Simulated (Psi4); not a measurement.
Intermolecular potential of H6B3N3 ··· H3O+ (SMILES B1NBNBN1 and [OH3+]) (charge +1). Monomers: optimised at B3LYP-D3(BJ) (def2-TZVP), held rigid. Orientation: lowest of the rigid-body minima from ten starts at GFN2-xTB. The monomers approach along the line of their centres of mass (distance R); nothing else relaxes. The table gives interaction energies.

| R / Å | A | B | C |
|---|---|---|---|
| 2.47 | 11.09 | -1.04 | -0.28 |
| 2.68 | -5.86 | -13.77 | -15.52 |
| 2.86 | -12.38 | -17.81 | -20.76 |
| 3.03 | -14.69 | -18.43 | -21.98 |
| 3.26 | -14.70 | -16.93 | -20.71 |
| 3.55 | -12.65 | -13.81 | -17.24 |
| 3.86 | -9.97 | -10.56 | -13.27 |
| 4.34 | -6.53 | -6.75 | -8.38 |
| 5.05 | -3.55 | -3.63 | -4.27 |
| 6.09 | -1.71 | -1.74 | -1.89 |
| 7.36 | -0.86 | -0.87 | -0.91 |

Energies in kcal/mol.

Problem. Match the curves with the methods Psi4 with B3LYP-D3(BJ)/def2-TZVP, counterpoise-corrected; Psi4 with HF/aug-cc-pVDZ, counterpoise-corrected; SAPT0/jun-cc-pVDZ, frozen core run with Psi4 1.11.

Solution. A is HF/aug-cc-pVDZ; B is SAPT0/jun-cc-pVDZ; C is B3LYP-D3(BJ)/def2-TZVP.
